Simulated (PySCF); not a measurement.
**How methods differ on the excitation energy of Al**

Al [Ne] 3s2 3p1 (2P) → Al [Ne] 3s2 4s1 (2S), as a difference of total energies. Calculation: PySCF 2.14, in aug-cc-pwCVTZ (8s7p5d3f, 75 functions); no relativity, point nucleus. Correlated levels: valence: [Ne] frozen. The calculations carry no spin-orbit coupling.

```
           method  excitation energy (eV)
              UHF                   3.047
    MP2 (valence)                   3.119
SCS-MP2 (valence)                   3.122
   CCSD (valence)                   3.189
CCSD(T) (valence)                   3.198
```

Q: How much does correlation contribute at CCSD(T) (valence)?

A: 3.198 − (3.047) = 0.151 eV, measured against UHF.

Errors of the correlated levels include the incompleteness of this basis and the frozen core.

The promoted electron is Rydberg-like, and one or two diffuse shells describe it only roughly, which tends to raise the upper state.

For comparison: 3.133 eV (measured; NIST levels, between the centres of gravity of the two terms).
